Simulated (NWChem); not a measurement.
# CH₅MgNS; SMILES C[S][Mg][NH2]

```xyz
9

Mg     0.1773    -1.0082     0.0042
N     -0.2335    -2.8538    -0.0029
H     -0.3592    -3.4434     0.8131
H     -0.3598    -3.4353    -0.8245
S      0.6532     1.2504    -0.0013
C     -1.0264     2.0433     0.0002
H     -1.6043     1.7751    -0.8877
H     -0.8667     3.1244    -0.0083
H     -1.5962     1.7878     0.8971
```
Atoms are numbered in this order, from 1.

Geometry: optimised at B3LYP/6-31G* (spherical d).

Q: List the 4 lowest vertical singlet excitations from PBE/6-31+G* (spherical d), full TDDFT (NWChem).

A: 
```json
[
 {"state": "S1", "energy (eV)": "3.36", "oscillator strength": "0.043", "leading excitation (squared amplitude)": "HOMO → LUMO (1.00)"},
 {"state": "S2", "energy (eV)": "3.52", "oscillator strength": "0.026", "leading excitation (squared amplitude)": "HOMO−1 → LUMO (1.00)"},
 {"state": "S3", "energy (eV)": "4.21", "oscillator strength": "0.013", "leading excitation (squared amplitude)": "HOMO → LUMO+1 (0.93)"},
 {"state": "S4", "energy (eV)": "4.29", "oscillator strength": "0.001", "leading excitation (squared amplitude)": "HOMO−1 → LUMO+1 (0.98)"}
]
```
